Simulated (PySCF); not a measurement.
**Fe: electron affinity**

Fe⁻ [Ar] 3d7 4s2 [3d3/2^4 3d5/2^3, M_J = 9/2] → Fe [Ar] 3d6 4s2 [3d3/2^4 3d5/2^2, M_J = 4], as a difference of total energies. All numbers are calculated (PySCF 2.14, the two-component X2C-1e Hamiltonian, in x2c-TZVPall-2c with one added diffuse shell each of s, p, d type (7s8p5d1f, 63 functions)). Correlated levels: [Ne] frozen; the 6 highest virtual spinors dropped. "Screened" scales the spin-orbit matrix elements by Boettger's factors to mimic the two-electron term; Breit and QED terms are absent.

| method | electron affinity (eV) | error (eV) |
| --- | --- | --- |
| GHF (spin-free) | -2.347 | -2.500 |
| GMP2 (spin-free) | -0.149 | -0.302 |
| GHF (screened spin-orbit) | -2.332 | -2.485 |
| GMP2 (screened spin-orbit) | -0.135 | -0.288 |

Reference: 0.153 eV (measured; photodetachment measurements, as compiled on the Wikipedia data page of electron affinities).

Errors of the correlated levels include the incompleteness of this basis and the frozen core.

The labels give the starting determinants; with spin-orbit coupling the two ends relaxed to ⟨J²⟩ = 24.91, ⟨L²⟩ = 12.01, ⟨S²⟩ = 3.90 and ⟨J²⟩ = 20.02, ⟨L²⟩ = 6.01, ⟨S²⟩ = 6.01.

A negative affinity means that the anion lies above the atom at that level of theory.
